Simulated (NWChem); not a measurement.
System: AlH$_{3}$SeO; SMILES [OH][AlH][SeH]

The following NWChem deck was run.

```
start job
memory heap 200 mb stack 900 mb global 1100 mb
geometry units angstroms noautosym nocenter noautoz
  Al    -0.473271    -1.147278     0.000295
  H     -1.971326    -1.653128    -0.000327
  O      0.864815    -2.199770     0.000059
  H      0.838485    -3.157729    -0.000535
  Se     0.011912     1.109427     0.001821
  H      1.454602     0.820393     0.001914
end
basis spherical
  * library def2-svp
end
dft
  xc b3lyp
  iterations 150
end
property
  response 1 0.0773
end
task dft property
```

Geometry: optimised at PBE0/def2-SVP.

Field at 589 nm.

Question: Give the results of this calculation. (B3LYP/def2-SVP.) Quantities: isotropic polarisability (bohr³); anisotropy (bohr³).

Answer: 
```json
{
  "isotropic polarisability (bohr³)": "49.9",
  "anisotropy (bohr³)": "27.0"
}
```
